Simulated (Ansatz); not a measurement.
# GeO: shapes and states compared

Computed with Ansatz's Gaussian-basis code (development build). Basis cc-pwCVTZ-PP on Ge, cc-pVTZ on O, scalar-relativistic core potentials (10 electrons on Ge), no spin–orbit coupling, 5 orbitals frozen in the corrections; active space CAS(10,8). Restricted Hartree–Fock, then the lowest state-specific CASSCF solution met for each case. Coupled cluster stands on the determinant that it favours, not always the lowest RHF. On stretched bonds single-reference methods can fail or change state. Solutions in different active orbitals can move differences by tenths of an eV and at times more than 1 eV.

Case A, triplet: bond length 1.6250 Å.

Case B, singlet: bond length 1.8688 Å.

Case C, singlet: the shape of A.

Energy less that of case A, in eV:

```json
{"case": "B", "RHF/ROHF": "-0.816", "CASSCF": "-3.602", "CCSD(T)": "-3.178"}
{"case": "C", "RHF/ROHF": "-2.368", "CASSCF": "-4.500", "CCSD(T)": "-4.099"}
```

**Question.** Give the SC-NEVPT2 energies against case A.

**Answer.** B: -3.377 eV (-77.9 kcal/mol); C: -4.258 eV (-98.2 kcal/mol).

**Question.** Which case is lowest, and do the methods agree?

**Answer.** C is lowest in SC-NEVPT2. Of the methods shown, RHF/ROHF, CASSCF, CCSD(T) agree.
